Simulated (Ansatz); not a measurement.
Relaxation of Mg₇⁺ with UKS PBE0/def2-SVP.

```sh
$ ansatz run in.yaml --threads 4 --pin off --events-out ev --progress --plain --max-ram 4787MiB
```

```yaml
crystal:
  periodic: [false, false, false]
  atoms:
    - {symbol: Mg, position_ang: [-2.690550, -0.138370, 1.766380]}
    - {symbol: Mg, position_ang: [0.127060, -1.460130, -1.386540]}
    - {symbol: Mg, position_ang: [2.449730, 0.570300, -1.799360]}
    - {symbol: Mg, position_ang: [-0.244030, 1.684910, -0.288130]}
    - {symbol: Mg, position_ang: [2.874780, 0.611730, 1.117570]}
    - {symbol: Mg, position_ang: [-2.795050, -0.307120, -1.155430]}
    - {symbol: Mg, position_ang: [0.278060, -0.961320, 1.745510]}
basis:
  gaussian: {orbitals: def2-SVP}
total_charge: 1
magnetization: {spin_polarized: true, initial_magnetization: 1}
hamiltonian: {xc: pbe0}
scf: {lower_state_search: "off"}
output: {orbitals: {seedname: orbitals}}
relax: {f_tol: 0.02, max_steps: 100}
```

Hardware: 4 threads of Arm Neoverse V2 on a shared host. Wall time 53 s.

Positions (Å) and forces (eV/Å) at steps 1, 2, 3, 4, 5, 6, 7, 9 of 9:

```xyz
7
step=1 energy=-38072.3607 eV
Mg   -2.691   -0.138    1.766    0.148    0.018    0.037
Mg    0.127   -1.460   -1.387    0.025    0.274    0.162
Mg    2.450    0.570   -1.799   -0.075   -0.032    0.017
Mg   -0.244    1.685   -0.288    0.033   -0.246    0.082
Mg    2.875    0.612    1.118   -0.083   -0.088   -0.053
Mg   -2.795   -0.307   -1.155    0.142   -0.101   -0.013
Mg    0.278   -0.961    1.746   -0.190    0.174   -0.233
7
step=2 energy=-38072.4318 eV
Mg   -2.702   -0.100    1.794    0.069    0.057    0.039
Mg    0.179   -1.400   -1.365    0.085    0.161    0.103
Mg    2.452    0.599   -1.828   -0.040    0.027   -0.036
Mg   -0.239    1.656   -0.264    0.033   -0.175    0.060
Mg    2.844    0.542    1.085   -0.043   -0.068   -0.043
Mg   -2.741   -0.371   -1.131    0.055   -0.075   -0.009
Mg    0.207   -0.926    1.709   -0.159    0.072   -0.114
7
step=3 energy=-38072.5514 eV
Mg   -2.743    0.030    1.844   -0.076    0.127    0.032
Mg    0.331   -1.301   -1.305    0.206   -0.038    0.003
Mg    2.460    0.722   -1.925    0.019    0.121   -0.094
Mg   -0.221    1.576   -0.208    0.014    0.022    0.020
Mg    2.775    0.384    0.997   -0.015   -0.075   -0.056
Mg   -2.649   -0.502   -1.086   -0.056   -0.057    0.031
Mg    0.047   -0.908    1.685   -0.092   -0.100    0.064
7
step=4 energy=-38072.6842 eV
Mg   -2.804    0.196    1.887   -0.085    0.126   -0.004
Mg    0.514   -1.257   -1.264    0.211   -0.086   -0.039
Mg    2.469    0.882   -2.026    0.012    0.109   -0.057
Mg   -0.209    1.527   -0.169   -0.004    0.085    0.012
Mg    2.705    0.227    0.903    0.023   -0.054   -0.053
Mg   -2.571   -0.627   -1.024   -0.072   -0.051    0.077
Mg   -0.104   -0.948    1.692   -0.085   -0.130    0.064
7
step=5 energy=-38072.7678 eV
Mg   -2.863    0.383    1.909    0.043    0.038   -0.047
Mg    0.705   -1.262   -1.267    0.013   -0.015   -0.057
Mg    2.468    1.031   -2.085   -0.040    0.017    0.011
Mg   -0.206    1.518   -0.138   -0.003   -0.029    0.005
Mg    2.675    0.111    0.830    0.074    0.031    0.042
Mg   -2.530   -0.750   -0.924   -0.009   -0.012    0.058
Mg   -0.248   -1.030    1.674   -0.078   -0.030   -0.011
7
step=6 energy=-38072.7882 eV
Mg   -2.770    0.555    1.867    0.046   -0.030   -0.029
Mg    0.779   -1.291   -1.267   -0.001    0.017   -0.057
Mg    2.378    1.114   -2.074   -0.009   -0.052    0.020
Mg   -0.201    1.436   -0.120   -0.031    0.005    0.027
Mg    2.707    0.149    0.865    0.014    0.021    0.013
Mg   -2.556   -0.800   -0.894    0.029    0.004    0.037
Mg   -0.338   -1.163    1.623   -0.047    0.035   -0.010
7
step=7 energy=-38072.7927 eV
Mg   -2.751    0.559    1.859    0.015   -0.002   -0.010
Mg    0.775   -1.286   -1.312   -0.029    0.010    0.020
Mg    2.382    1.088   -2.062    0.010   -0.006    0.013
Mg   -0.212    1.446   -0.107   -0.016   -0.007    0.003
Mg    2.702    0.169    0.881   -0.001    0.003   -0.006
Mg   -2.546   -0.812   -0.872    0.019   -0.005    0.013
Mg   -0.350   -1.164    1.612    0.002    0.007   -0.032
7
step=9 energy=-38072.7945 eV
Mg   -2.718    0.573    1.863   -0.006    0.004    0.001
Mg    0.742   -1.258   -1.336    0.003   -0.010   -0.002
Mg    2.422    1.073   -2.037    0.004    0.004    0.003
Mg   -0.237    1.453   -0.124    0.000    0.004    0.001
Mg    2.681    0.176    0.896   -0.002    0.003   -0.003
Mg   -2.546   -0.848   -0.844   -0.008    0.001    0.001
Mg   -0.344   -1.169    1.583    0.008   -0.006    0.000
```

The structure comes from a short search, and lower isomers may exist.
